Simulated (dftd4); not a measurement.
Cl$_{2}$Pb, charge -1, doublet, at a GFN2-xTB geometry (such geometries of metal compounds can be far from the true shape) (a state made from the parent by changing its charge; the spin is typed, not shown lowest); D4 for wb97x run with dftd4 4.2.0.

dftd4 was given this input:
```
$ dftd4 mol.xyz --func wb97x --charge -1 --json dftd4.json --noedisp --property

# file mol.xyz
3

Pb     0.00704312    -0.01025569     0.42593907
Cl     1.47900338     1.68337558    -1.01206530
Cl    -1.51297608    -1.63390696    -1.04246435
```

Problem. Write the output that dftd4 gives for this input, abridged.

Solution. 
```
                    ____  _____ _____     ____  _  _
      -------------|  _ \|  ___|_   _|---|  _ \| || |------------
     |             | | | | |_    | | ___ | | | | || |_           |
     |             | |_| |  _|   | ||___|| |_| |__   _|          |
     |             |____/|_|     |_|     |____/   |_|            |
     |             ===================================           |
     |            E. Caldeweyher, S. Ehlert & S. Grimme          |
     |          Mulliken Center for Theoretical Chemistry        |
     |                    University of Bonn                     |
      -----------------------------------------------------------

Rational (Becke-Johnson) damping: wb97x-D4-ATM
---------------------
  s6         1.0000
  s8         0.5093
  s9         1.0000
  a1         0.0662
  a2         5.4487
 alp        16.0000
--------------------

Atomic data, radii in Ångström:
------------------------------------------------------
   Z          R(cov)      r4/r2   hardness         EN
------------------------------------------------------
  82 Pb       1.7333     3.8442     0.1427     2.3300
  17 Cl       1.3200     1.9735     0.4312     3.1600
------------------------------------------------------

Atomic reference systems (in atomic units):
----------------------------------------------------------------------------
   Z        #      CN     q+Z       C6(AA)   #      CN     q+Z       C6(AA)
----------------------------------------------------------------------------
  82 Pb     1  0.0000 22.0000     750.7677   2  0.9027 22.1145     606.3468
            3  1.8633 22.1676     505.6904   4  2.7995 22.1827     483.4891
            5  3.7644 22.1783     418.2787
  17 Cl     1  0.0000 17.0000      92.6806   2  0.8444 16.8495     101.8771
----------------------------------------------------------------------------

Atomic properties (in atomic units):
----------------------------------------------------------------------------
     #    Z              CN          q      C6(AA)        C8(AA)   alpha(0)
----------------------------------------------------------------------------
     1   82 Pb       1.5741     0.0282    520.5342    82409.0024    47.0600
     2   17 Cl       0.7871    -0.5141    113.9344     4753.7496    16.3154
     3   17 Cl       0.7871    -0.5141    113.9344     4753.7496    16.3154
----------------------------------------------------------------------------

Molecular properties (in atomic units):
----------------------------------------
 molecular C6                1923.7941
 molecular C8              178433.2249
----------------------------------------

Dispersion energy:      -1.6561099737535E-02 Eh

[Info] JSON dump of results written to 'dftd4.json'
```
